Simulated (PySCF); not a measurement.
**Ti(OH)₂: from structure and modes to constants**

Computed with PySCF, UPBE0, basis Ti def2-TZVP, O def2-TZVP, H def2-TZVP (no relativity, density fitting).

The triplet minimum has C2v symmetry. Masses (u): Ti 47.94795, O 15.99492, H 1.00782.

```xyz
5
charge 0 multiplicity 3, angstrom
Ti    0.0000    0.0000   -0.1613
O     1.7474   -0.3926    0.1221
O    -1.7474    0.3926    0.1221
H     2.6105   -0.5865    0.4744
H    -2.6105    0.5865    0.4744
```

Harmonic wavenumbers (cm⁻¹): 66.9 (a1, ×1), 405.4 (b1, ×1), 414.0 (a1, ×1), 415.9 (a2, ×1), 427.9 (b2, ×1), 675.0 (a1, ×1), 783.8 (b2, ×1), 4001.6 (b2, ×1), 4003.8 (a1, ×1).

(1) Find the principal moments of inertia and the rotational constants. What kind of rotor is it?

(2) What is the harmonic zero-point energy?

(3) Find the vibrational entropy and heat capacity at 298.15 K.

Results:

(1) About the centre of mass I = 2.0764, 117.04, 119.12 u Å². With B = 16.8576/I this gives 8.119, 0.144, 0.1415 cm⁻¹. The molecule is an asymmetric top with κ = -1.00.

(2) Half the sum of all 9 wavenumbers, 11194/2 = 5597 cm⁻¹, which is 67.0 kJ/mol (1 cm⁻¹ = 0.0119627 kJ/mol).

(3) With u = 1.43878 ω/T, each mode gives S = R[u/(eᵘ−1) − ln(1−e⁻ᵘ)] and C = R u² eᵘ/(eᵘ−1)².
| ω (cm⁻¹) | u | S (J/(mol K)) | C (J/(mol K)) |
| --- | --- | --- | --- |
| 66.9 | 0.323 | 17.76 | 8.24 |
| 405.4 | 1.956 | 3.95 | 6.10 |
| 414.0 | 1.998 | 3.82 | 6.02 |
| 415.9 | 2.007 | 3.79 | 6.01 |
| 427.9 | 2.065 | 3.62 | 5.90 |
| 675.0 | 3.258 | 1.41 | 3.67 |
| 783.8 | 3.782 | 0.92 | 2.84 |
| 4001.6 | 19.310 | 0.00 | 0.00 |
| 4003.8 | 19.321 | 0.00 | 0.00 |
The sums over all modes are S = 35.3 and C = 38.8 J/(mol K); the softest mode gives 50 % of the entropy.

This need not be the most stable arrangement of these atoms. Open d and f shells are described by one determinant, and the ground state may have another occupation or spin.
